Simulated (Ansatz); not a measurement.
Reaction (substitution at a C–C bond): `N#CC[SiH3]` + `[SH][GeH3]` → `N#C[S][GeH3]` + `C[SiH3]`

Computed with Ansatz on PBE0-D4/def2-TZVP structures; ΔE is electronic, products minus reactants. CCSD(T)/CBS adds triple-zeta CCSD(T) − MP2 to the extrapolated MP2 energy (def2 sets, frozen cores). This one scheme is used for every species. DFT in def2-TZVPP. B3LYP here is the variant with VWN-RPA as its local correlation; programs differ in this. HSE06 is defined as in plane-wave codes. For Ge outer-core shells are correlated without core-valence functions, which leaves a few kJ/mol of doubt a bond. Scalar relativity is left out up to krypton.

(1) Is it downhill or uphill in electronic energy at CCSD(T)/CBS, and by how much? (Best estimate.)

(2) What do these levels give: BLYP-D4, r2SCAN-D4, B97M-V, B3LYP-D4, BHLYP-D4, ωB97M-V, revPBE, HSE06, CAM-B3LYP, HF/def2-SVP, CCSD(T)/def2-TZVPP, CCSD/CBS(def2)? (Best estimate.)

Largest T1 diagnostic among the species: 0.013.

Answers

(1) Computed: Uphill: ΔE = +4.6 kcal/mol.

(2) Ansatz gave: BLYP-D4 1.9, r2SCAN-D4 2.9, B97M-V 2.9, B3LYP-D4 3.4, BHLYP-D4 5.1, ωB97M-V 4.6, revPBE 2.2, HSE06 4.0, CAM-B3LYP 4.9, HF/def2-SVP 9.9, CCSD(T)/def2-TZVPP 4.5, CCSD/CBS(def2) 5.6 kcal/mol.

Leaving LDA and LC-ωPBE aside and taking each functional with its dispersion term where it has one, the values, not all of them listed here, spread over 3.5 kcal/mol, from revPBE-D4 to BHLYP-D4. LDA lies +1.1 kcal/mol from PBE without D4. In def2-TZVPP, CCSD(T) changes the Hartree–Fock value by −3.3 kcal/mol (the triples alone add −1.0 kcal/mol) and MP2 by −4.3 kcal/mol.
